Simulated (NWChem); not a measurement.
All runs are NWChem calculations. System: C3H5ClSi, charge 1, spin multiplicity 2, at the geometry of a parent with another charge or spin, in a state set for the comparison that need not be this species' ground state. Its SCF solution wasn't tested for a lower state. Level: UHF/def2-TZVP.

Input file:

```
start mol
memory heap 200 mb stack 800 mb global 1000 mb
charge 1
geometry units angstroms nocenter noautoz
  C     -1.174619     2.453036     0.000000
  C     -0.563287     1.285967     0.000000
  C      0.000435     0.093212     0.000000
  Si    -0.942143    -1.544691     0.000000
  Cl     1.767164    -0.080474     0.000000
  H     -1.439355     2.964299     0.942443
  H     -1.439355     2.964299    -0.942443
  H     -0.565507    -2.333582     1.222538
  H     -0.565507    -2.333582    -1.222538
  H     -2.417242    -1.261002     0.000000
  symmetry group Cs
end
basis spherical
  * library def2-tzvp
end
scf
  uhf
  nopen 1
  maxiter 100
  thresh 1e-7
  semidirect memsize 60000000 filesize 0
  # guess.movecs holds the orbitals of an unrestricted PBE0 run
  vectors input guess.movecs output mol.movecs
end
task scf energy
```

Part of the output:

```
             Northwest Computational Chemistry Package (NWChem) 7.3.0
             --------------------------------------------------------

                                NWChem Input Module
                                -------------------

 Scaling coordinates for geometry "geometry" by  1.889725989
 (inverse scale =  0.529177249)

 Turning off AUTOSYM since
 SYMMETRY directive was detected!

                             Geometry "geometry" -> ""
                             -------------------------

 Output coordinates in angstroms (scale by  1.889725989 to convert to a.u.)

  No.       Tag          Charge          X              Y              Z
 ---- ---------------- ---------- -------------- -------------- --------------
    1 C                    6.0000    -1.17461900     2.45303600     0.00000000
    2 C                    6.0000    -0.56328700     1.28596700     0.00000000
    3 C                    6.0000     0.00043500     0.09321200     0.00000000
    4 Si                  14.0000    -0.94214300    -1.54469100     0.00000000
    5 Cl                  17.0000     1.76716400    -0.08047400     0.00000000
    6 H                    1.0000    -1.43935500     2.96429900     0.94244300
    7 H                    1.0000    -1.43935500     2.96429900    -0.94244300
    8 H                    1.0000    -0.56550700    -2.33358200     1.22253800
    9 H                    1.0000    -0.56550700    -2.33358200    -1.22253800
   10 H                    1.0000    -2.41724200    -1.26100200     0.00000000

 Effective nuclear repulsion energy (a.u.)     241.1093461329

            Nuclear Dipole moment (a.u.)
            ----------------------------
        X                 Y               Z
 ---------------- ---------------- ----------------
    -0.0000113384    -0.0000188973     0.0000000000

      Symmetry information
      --------------------

 Group name             Cs
 Group number              2
 Group order               2
 No. of unique centers     8

      Symmetry unique atoms

     1    2    3    4    5    6    8   10


 Summary of "ao basis" -> "" (spherical)
[...]
    3 C    6     3.27   0.43  0.56  0.26  0.30  0.15  0.64  0.76  0.07  0.01  0.08  0.00
    4 Si  14     6.85   1.00  0.29  0.70  0.41  0.23  2.06  0.86  0.26  0.72  0.15  0.07  0.09  0.01
    5 Cl  17     8.52   1.01  0.22  0.76  0.56  0.42  2.09  0.84  0.55  1.43  0.60  0.01  0.02  0.00
    6 H    1     0.40   0.13  0.24  0.02  0.01
    7 H    1     0.40   0.13  0.24  0.02  0.01
    8 H    1     0.49   0.12  0.28  0.09  0.01
    9 H    1     0.49   0.12  0.28  0.09  0.01
   10 H    1     0.49   0.12  0.27  0.09  0.01

   Mulliken analysis of the beta density
   -------------------------------------

    Atom       Charge   Shell Charges
 -----------   ------   -------------------------------------------------------
    1 C    6     3.31   0.43  0.56  0.26  0.32  0.08  0.69  0.75  0.21  0.01  0.01  0.00
    2 C    6     2.45   0.43  0.56  0.26  0.34 -0.02  0.44  0.43 -0.06  0.01  0.05  0.01
    3 C    6     2.89   0.43  0.56  0.25  0.29  0.17  0.49  0.57  0.06  0.01  0.06  0.00
    4 Si  14     6.87   1.00  0.29  0.70  0.41  0.23  2.06  0.86  0.26  0.74  0.16  0.07  0.08  0.01
    5 Cl  17     8.37   1.01  0.22  0.76  0.56  0.42  2.09  0.85  0.50  1.33  0.60  0.01  0.02  0.00
    6 H    1     0.35   0.11  0.20  0.02  0.01
    7 H    1     0.35   0.11  0.20  0.02  0.01
    8 H    1     0.47   0.11  0.27  0.08  0.01
    9 H    1     0.47   0.11  0.27  0.08  0.01
   10 H    1     0.49   0.12  0.27  0.09  0.01

   Mulliken analysis of the spin density
   -------------------------------------

    Atom       Charge   Shell Charges
 -----------   ------   -------------------------------------------------------
    1 C    6    -0.49  -0.00  0.00 -0.02 -0.03 -0.02 -0.15 -0.21 -0.07  0.00  0.01  0.00
    2 C    6     0.83   0.00 -0.00  0.02  0.07 -0.01  0.29  0.34  0.11 -0.00  0.01 -0.00
    3 C    6     0.38   0.00 -0.00  0.01  0.01 -0.02  0.15  0.19  0.01  0.00  0.02  0.00
    4 Si  14    -0.02  -0.00 -0.00  0.00 -0.00 -0.00 -0.00  0.00 -0.00 -0.02 -0.01  0.00  0.01  0.00
    5 Cl  17     0.16   0.00  0.00 -0.00  0.01  0.00  0.01 -0.01  0.04  0.10  0.00 -0.00 -0.00 -0.00
    6 H    1     0.06   0.01  0.03  0.01 -0.00
    7 H    1     0.06   0.01  0.03  0.01 -0.00
    8 H    1     0.02   0.00  0.01  0.00 -0.00
    9 H    1     0.02   0.00  0.01  0.00 -0.00
   10 H    1    -0.00  -0.00 -0.00 -0.00  0.00

       Multipole analysis of the density wrt the origin
       ------------------------------------------------

------------------------------------------------------------
EAF file 0: "./mol.aoints.0" size=524288 bytes
------------------------------------------------------------
               write      read    awrite     aread      wait
               -----      ----    ------     -----      ----
     calls:        1        84         0         0         0
   data(b): 5.24e+05  4.40e+07  0.00e+00  0.00e+00
   time(s): 0.00e+00  0.00e+00  0.00e+00  0.00e+00  0.00e+00
rate(mb/s): 0.00e+00  0.00e+00
------------------------------------------------------------

     L   x y z        total         alpha         beta         nuclear
     -   - - -        -----         -----         ----         -------
     0   0 0 0      1.000000    -27.000000    -26.000000     54.000000

     1   1 0 0     -1.066648     -0.743044     -0.323593     -0.000011
     1   0 1 0      1.439921      0.567825      0.872116     -0.000019
     1   0 0 1     -0.000000      0.000000     -0.000000      0.000000

     2   2 0 0    -26.147011   -168.256694   -166.158546    308.268229
     2   1 1 0     -4.609333      8.900025      9.785643    -23.295001
     2   1 0 1      0.000000     -0.000000      0.000000      0.000000
     2   0 2 0    -17.069028   -203.815004   -204.818589    391.564565
     2   0 1 1      0.000000     -0.000000      0.000000      0.000000
     2   0 0 2    -29.842545    -24.552638    -22.308156     17.018250

 Task  times  cpu:      554.5s     wall:      554.5s

 Total times  cpu:      554.6s     wall:      554.6s
```
